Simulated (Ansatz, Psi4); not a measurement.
Psi4 was given this input:
```
memory 2 GB

molecule mol {
0 1
  C     1.394125   -1.534701   -0.233123
  Si   -0.022803   -0.299233    0.052260
  C    -1.598224   -1.143546    0.700870
  Cl    0.580086    1.101449    1.397209
  Cl   -0.447480    0.638645   -1.701110
  H     1.116935   -2.290885   -0.961479
  H     2.285294   -1.034511   -0.603397
  H     1.663628   -2.044661    0.686909
  H    -2.396331   -0.422537    0.857866
  H    -1.963340   -1.888237   -0.000041
  H    -1.416647   -1.642013    1.648346
}

set basis sto-3g
set reference rhf
set freeze_core true
set mp2_type conv
set scf_type pk
set puream true
set d_convergence 1e-8

energy('mp2')
print_variables()
```

Convert this to an input for Ansatz (a quantum-chemistry and plane-wave program).

Several could match; the one computed here: 
Ansatz 0.2 input:
```yaml
crystal:
  periodic: [false, false, false]
  atoms:
    - {symbol: C, position_ang: [1.39412504, -1.53470091, -0.23312337]}
    - {symbol: Si, position_ang: [-0.02280346, -0.29923318, 0.05226009]}
    - {symbol: C, position_ang: [-1.59822436, -1.14354604, 0.70087042]}
    - {symbol: Cl, position_ang: [0.58008648, 1.10144890, 1.39720879]}
    - {symbol: Cl, position_ang: [-0.44748036, 0.63864468, -1.70111043]}
    - {symbol: H, position_ang: [1.11693539, -2.29088516, -0.96147875]}
    - {symbol: H, position_ang: [2.28529446, -1.03451143, -0.60339701]}
    - {symbol: H, position_ang: [1.66362802, -2.04466112, 0.68690871]}
    - {symbol: H, position_ang: [-2.39633076, -0.42253728, 0.85786579]}
    - {symbol: H, position_ang: [-1.96333966, -1.88823681, -0.00004098]}
    - {symbol: H, position_ang: [-1.41664703, -1.64201277, 1.64834648]}
basis:
  gaussian:
    orbitals: STO-3G
magnetization: {spin_polarized: false}
correlation: {method: mp2, electrons: outside_noble_gas}
accuracy: high
```

Both were run: Psi4 gave -1273.373938 Eh and Ansatz -1273.373938 Eh, 0.000 mEh apart.
